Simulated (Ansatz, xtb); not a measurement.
## Relative energy of two isomers of C4H6Ge

We compare X, `C#C[C](=C)[GeH3]`, a singlet, with Y, `C#C/C=[CH]/[GeH3]`, a singlet. Both are isolated molecules in the gas phase, relaxed with B3LYP/def2-SVP.

Estimate which is lower in electronic energy at CCSD(T)/def2-SVP + ΔMP2/def2-TZVPP, and by roughly how much.

Too close to call at this level: CCSD(T)/def2-SVP + ΔMP2/def2-TZVPP gives E(Y) − E(X) = +0.036 eV.

The same difference at several levels:

```tsv
level	geometry	E(Y) − E(X) (eV)	departure from the last row (eV)	job, with rough time for the two
GFN2-xTB	GFN2-xTB	−0.050	−0.086	optimisation, 0.13 s
HF/STO-3G	GFN2-xTB	−0.041	−0.076	single point, 0.4 s
r2SCAN-D4/def2-SVP	GFN2-xTB	+0.014	−0.022	single point, 2.6 s
B3LYP/def2-SVP	B3LYP/def2-SVP	−0.009	−0.045	optimisation, 37 s
HF/def2-SVP	B3LYP/def2-SVP	−0.003	−0.039	part of the CCSD(T) run
MP2/def2-SVP	B3LYP/def2-SVP	+0.035	−0.001	part of the CCSD(T) run
CCSD(T)/def2-SVP	B3LYP/def2-SVP	+0.027	−0.009	single point
CCSD(T)/def2-SVP + ΔMP2/def2-TZVPP	B3LYP/def2-SVP	+0.036		single point, 44 s
```

As drawn, both hold the same kinds of bond in the same numbers.

The largest departure from CCSD(T)/def2-SVP + ΔMP2/def2-TZVPP is that of GFN2-xTB, 0.086 eV. The last row adds to CCSD(T) the change of the MP2 difference between the two basis sets, here +0.009 eV.

With thermal terms from frequencies at re-optimised GFN2-xTB minima (ideal gas, soft modes damped towards free rotors, one conformer each, 298.15 K, 1 atm): on the last row, ΔE + ΔZPE = +0.039, ΔH = +0.041, ΔG = +0.040 eV.

The correlated steps freeze 13 core orbitals; the filled d shell of Ge is correlated, in a basis made for valence electrons. Run with Ansatz 0.2.0, xtb 6.7.1; the last row on 2 threads of Intel(R) Xeon(R) 6975P-C (Granite Rapids) on a shared host.
